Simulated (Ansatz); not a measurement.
Geometry optimisation, RHF/def2-SVP in Ansatz 0.2.0.

Input file:

```yaml
crystal:
  periodic: [false, false, false]
  atoms:
    - { symbol: "N", position_ang: [-0.8816, -2.1525, 1.7506] }
    - { symbol: Al, position_ang: [0.1739, -0.5683, 1.5312] }
    - { symbol: Si, position_ang: [0.7454, 0.1628, -0.6458] }
    - { symbol: O, position_ang: [0.1727, -0.8813, -1.8087] }
    - { symbol: C, position_ang: [0.1545, 1.892, -0.9256] }
    - { symbol: F, position_ang: [-1.2248, 1.935, -0.7991] }
    - { symbol: H, position_ang: [-1.629, -1.84558, 2.46099] }
    - { symbol: H, position_ang: [-0.28809, -2.82256, 2.20224] }
    - { symbol: H, position_ang: [0.6888, 0.2529, 2.8586] }
    - { symbol: H, position_ang: [2.2453, 0.1491, -0.7325] }
    - { symbol: H, position_ang: [-0.8852, -0.8765, -1.6036] }
    - { symbol: H, position_ang: [0.4662, 2.2483, -1.9047] }
    - { symbol: H, position_ang: [0.5452, 2.6021, -0.1633] }
basis:
  gaussian: { orbitals: def2-SVP }
hamiltonian:
  xc: hf
relax:
  f_tol: 0.015
  max_steps: 40
output:
  orbitals: {}
```

Command:

```bash
$ ansatz run input.yaml --threads 2 --pin off --max-ram 3072MiB --backend cpu --events-out ev --progress --plain --runs-dir out
```

Task: Where does it end, and by what steps?

Result: The run converged. After 15 steps the energy has fallen by 1.463 eV; H8 moved furthest, 1.13 Å.

```json
{"step": "0", "energy less start (eV)": "0.0000", "largest force component (eV/Å)": "5.282", "accepted": "yes"}
{"step": "1", "energy less start (eV)": "-0.8009", "largest force component (eV/Å)": "2.380", "accepted": "yes"}
{"step": "2", "energy less start (eV)": "-0.9795", "largest force component (eV/Å)": "1.715", "accepted": "yes"}
{"step": "3", "energy less start (eV)": "-1.1026", "largest force component (eV/Å)": "1.598", "accepted": "yes"}
{"step": "4", "energy less start (eV)": "-1.1962", "largest force component (eV/Å)": "1.859", "accepted": "yes"}
{"step": "5", "energy less start (eV)": "-1.2904", "largest force component (eV/Å)": "1.381", "accepted": "yes"}
{"step": "6", "energy less start (eV)": "-1.3813", "largest force component (eV/Å)": "1.368", "accepted": "yes"}
{"step": "7", "energy less start (eV)": "-1.3835", "largest force component (eV/Å)": "0.747", "accepted": "yes"}
{"step": "8", "energy less start (eV)": "-1.4028", "largest force component (eV/Å)": "0.588", "accepted": "yes"}
{"step": "9", "energy less start (eV)": "-1.3996", "largest force component (eV/Å)": "1.309", "accepted": "no"}
{"step": "10", "energy less start (eV)": "-1.4515", "largest force component (eV/Å)": "0.222", "accepted": "yes"}
{"step": "11", "energy less start (eV)": "-1.4608", "largest force component (eV/Å)": "0.122", "accepted": "yes"}
{"step": "12", "energy less start (eV)": "-1.4626", "largest force component (eV/Å)": "0.055", "accepted": "yes"}
{"step": "13", "energy less start (eV)": "-1.4628", "largest force component (eV/Å)": "0.045", "accepted": "yes"}
{"step": "14", "energy less start (eV)": "-1.4629", "largest force component (eV/Å)": "0.026", "accepted": "yes"}
{"step": "15", "energy less start (eV)": "-1.4630", "largest force component (eV/Å)": "0.008", "accepted": "yes"}
```

```xyz
13
Properties=species:S:1:pos:R:3
N -0.780 -1.972 2.002
Al 0.075 -0.447 1.715
Si 0.816 0.140 -0.584
O 0.252 -0.914 -1.747
C 0.188 1.909 -0.937
F -1.107 2.027 -0.461
H -1.135 -2.265 2.893
H -0.975 -2.678 1.318
H 0.340 0.494 2.959
H 2.286 0.184 -0.779
H -0.651 -1.189 -1.724
H 0.176 2.146 -2.002
H 0.800 2.660 -0.433
```

Run time: 38 s on 2 threads of AMD EPYC 7B13 (Zen 3), with other jobs on the host, peak memory 0.31 GiB.
